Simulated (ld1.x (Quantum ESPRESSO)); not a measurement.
Configuration tests for beryllium (Be) (ultrasoft)

- Element: beryllium (Be)
- Generator: ld1.x (Quantum ESPRESSO) 7.5
- Type: ultrasoft
- Functional: PBE
- Relativity: scalar-relativistic
- Frozen core: [He]
- Valence charge: 2
- Reference configuration: 2s1.5 2p0 (charge +0.5)
- Partial waves: 2s (bound): rcut 1.40, rcutus 1.90 bohr; 2s channel at 2 Ry: rcut 1.40, rcutus 1.90 bohr; 2p (bound, empty): rcut 3.35, rcutus 3.55 bohr; 2p channel at 1.15 Ry: rcut 3.35, rcutus 3.55 bohr; 3d channel at 0.2 Ry: rcut 2.75, rcutus 3.45 bohr; 3d channel at 1.35 Ry: rcut 2.75, rcutus 3.45 bohr
- Local potential: all-electron potential smoothed inside 2.00 bohr (lloc = -1)
- Core correction: Bessel-smoothed model core inside 1.45 bohr
- Augmentation charge: PSQ, inside the norm-conserving radii

Energies are relative to the spin-unpolarised reference configuration 2s1.5 2p0; without spin polarisation the order of configurations can differ from experiment.

```tsv
valence configuration	charge	ΔE all-electron (eV)	error AE − PS (meV)
2s2 2p0	0	-3.761	+1.4
2s1 2p0	+1	5.790	+4.9
2s0 2p2	0	3.490	+37
2s0 2p1	+1	9.699	+48
```

What are ΔE and the potential's error for 2s1 2p1?

ΔE = -0.148 eV all-electron; the error (AE − PS) is +3.7 meV.

Levels in the configuration 2s0 2p1:

```csv
level,all-electron (eV),pseudo (eV)
2p,-9.855,-9.835
```
